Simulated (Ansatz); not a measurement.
Basis sets compared for the cluster SnCl2⁺. The state is a doublet with charge 1. Geometry PBE0-D4/def2-TZVP. Ansatz on 4 threads of Arm Neoverse V1 on a shared host; times are rough, and most runs start from earlier orbitals.

Cartesian coordinates in Å:
```
Sn 0.279 0.679 -0.169
Cl 0.911 -0.355 1.754
Cl -1.190 -0.324 -1.585
```

In the def2 sets Sn takes a core potential, while STO-3G treats all electrons; there is no spin–orbit coupling. The structure comes from a short search, and lower isomers may exist.

STO-3G and 6-31G are all-electron sets without relativity, so their totals don't compare with the def2 sets.

```csv
level,functions,energy (Eh),HOMO (eV),LUMO (eV),wall time
HF/STO-3G,45,-6872.3492,-14.95,-5.50,0.3 s
PBE-D4/def2-SVP,62,-1133.7857,-13.11,-12.34,0.75 s
PBE0-D4/def2-SVP,62,-1133.8606,-14.30,-11.59,1.1 s
```

Problem. Estimate the rows for HF/def2-TZVP, PBE-D4/def2-TZVP, PBE0-D4/def2-TZVP.

Solution. 
```
            level  functions  energy (Eh)  HOMO (eV)  LUMO (eV)  wall time
     HF/def2-TZVP        124   -1132.1617     -16.99      -7.82      1.2 s
 PBE-D4/def2-TZVP        124   -1134.1184     -13.06     -12.28      1.8 s
PBE0-D4/def2-TZVP        124   -1134.1907     -14.23     -11.50      2.8 s
```
